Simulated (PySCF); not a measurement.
Ligands exchanged one at a time, Al I-H. Isolated molecules, 0 K electronic values unless said otherwise. Strings in code marks are SMILES.

The HOMO from two functionals at the same geometries (B3LYP-D3(BJ)/def2-TZVP), both in PySCF: PBE-D3(BJ)/def2-TZVP and ωB97X-D3(BJ)/def2-TZVP. 

```
species                                     PBE-D3(BJ)/def2-TZVP (eV)  ωB97X-D3(BJ)/def2-TZVP (eV)
------------------------------------------  -------------------------  ---------------------------
0 of 3 I replaced by H (`[I][Al]([I])[I]`)                      -6.62                       -10.00
1 of 3 I replaced by H (`[AlH]([I])[I]`)                        -6.68                       -10.05
2 of 3 I replaced by H                                          -6.55                        -9.96
3 of 3 I replaced by H (`[AlH3]`)                               -7.31                       -11.15
```

Over these rows, drawn at random from the members with no instability flagged (it was tested for open shells, ions and some series alone), PBE minus ωB97X-D3(BJ): mean +3.50 eV, from +3.37 eV to +3.84 eV.
